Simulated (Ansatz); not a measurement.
Harmonic frequencies (cm⁻¹) at PBE0-D4/def2-TZVP from Ansatz: 71, 132, 189, 218, 418, 480, 540, 590, 625, 654, 667, 1090, 1123, 1139, 1389, 1457, 1484, 1513, 1979, 1992, 3009, 3068, 3100, 3596.

Each molecule was computed in one conformer, which needn't be the lowest.

(1) Which molecule is it?
A. `C[S][SnH2][Cl]`
B. `C[O][SnH]([F])[Cl]`
C. `C[NH][SnH2][F]`
D. `[CH3][SnH]([NH2])[F]`

Answers

(1) C.
